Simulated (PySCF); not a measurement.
SMILES COB([SiH3])[SiH3] (CH₉BOSi₂) (CAM-B3LYP/def2-SVP optimised geometry):

```
14

B      0.025    -0.094     0.000
O      0.622    -0.724     1.024
C      2.010    -0.856     1.240
H      2.601    -0.372     0.446
H      2.266    -0.400     2.207
H      2.266    -1.924     1.279
Si    -2.011    -0.094     0.000
H     -2.601    -0.807     1.170
H     -2.523    -0.737    -1.249
H     -2.523     1.310     0.000
Si     1.060     0.834    -1.510
H      1.934    -0.122    -2.258
H      1.945     1.924    -0.995
H      0.115     1.443    -2.489
```

Method: PySCF with CAM-B3LYP/def2-TZVP.

Question: What are the frontier orbital energies and the dipole moment?

Answer: HOMO-2 -10.78 eV, HOMO-1 -10.76 eV, HOMO -8.38 eV, LUMO -0.41 eV, LUMO+1 1.45 eV; dipole moment 2.35 D.

On the same geometry PBE/def2-TZVP in PySCF gives HOMO-2 -8.02 eV, HOMO-1 -7.99 eV, HOMO -5.95 eV, LUMO -2.48 eV, LUMO+1 -0.40 eV; dipole moment 2.40 D.

Meta-Löwdin charges at CAM-B3LYP/def2-TZVP: B1 -0.04, O2 -0.32, C3 -0.10, H4 0.11, H5 0.13, H6 0.13, Si7 0.34, H8 -0.09, H9 -0.09, H10 -0.09, Si11 0.30, H12 -0.09, H13 -0.09, H14 -0.09.
